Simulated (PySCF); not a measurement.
A PySCF script (with the pyscf-properties extension) for the NMR shieldings of SMILES O=C1CCC[C@H]1B(F)F, C$_{5}$H$_{7}$BF$_{2}$O, on a GFN2-xTB geometry:

```python
import basis_set_exchange as bse
import numpy as np
from pyscf import gto, dft
from pyscf.prop import nmr

atoms = """
O    -0.348732    2.316859   -0.947813
C    -0.353330    1.223574   -0.456737
C    -1.521320    0.265591   -0.418742
C    -0.959269   -1.048628    0.112171
C     0.194809   -0.612808    1.015863
C     0.829689    0.571898    0.269346
B     1.910889    0.153941   -0.813859
F     2.931330    0.913388   -1.138805
F     1.856562   -0.987644   -1.469041
H    -2.262545    0.687650    0.264584
H    -1.987363    0.186536   -1.400119
H    -1.702384   -1.634382    0.650099
H    -0.574674   -1.650859   -0.710922
H    -0.189316   -0.273208    1.978894
H     0.903287   -1.420144    1.191896
H     1.264767    1.317179    0.938918
"""
names = dict.fromkeys(["O", "C", "B", "F", "H"], "pcSseg-1")
basis = {el: gto.basis.parse(bse.get_basis(n, elements=[el], fmt="nwchem")) for el, n in names.items()}
mol = gto.M(atom=atoms, basis=basis, charge=0, verbose=0)
mf = dft.RKS(mol, xc="PBE0")
mf.grids.level = 2
mf.grids.alignment = dft.numint.BLKSIZE   # the property module wants whole blocks of grid points
mf.conv_tol = 1e-9
mf.kernel()

calc = nmr.RKS(mf)   # GIAO
C = mf.mo_coeff
Co = C[:, mf.mo_occ > 0]
resp = mf.gen_response(singlet=True, hermi=2)
def vind(x):   # induced exchange potential for any number of trial vectors
    d = np.einsum("pi,xij,qj->xpq", C, 2 * x.reshape(-1, C.shape[1], Co.shape[1]), Co, optimize=True)
    return np.einsum("xpq,pi,qj->xij", resp(d - d.transpose(0, 2, 1)), C, Co, optimize=True).ravel()
mo1, _ = nmr.rhf.solve_mo1(calc, with_cphf=vind)
sigma = calc.kernel(mo1)
for i, s in enumerate(sigma):   # ppm
    print("%2d %-2s %9.2f" % (i, mol.atom_pure_symbol(i), np.trace(s) / 3))
```

Problem. What are the results?

Solution. 
```
 0 O    -330.72
 1 C     -32.07
 2 C     146.60
 3 C     161.13
 4 C     157.97
 5 C     142.10
 6 B      75.73
 7 F     232.41
 8 F     249.34
 9 H      29.51
10 H      29.40
11 H      29.65
12 H      29.49
13 H      29.76
14 H      29.49
15 H      29.22
```

These numbers come from an equivalent density-fitted implementation of the same equations, which agrees with the script to about 0.01 ppm for H and up to a few tenths of a ppm for heavy atoms, so last digits may differ.

Size and cost of the density-fitted run: 188 basis functions, 40 s wall time on 1 thread of an Arm Neoverse V1, shared host; peak memory 0.84 GiB.
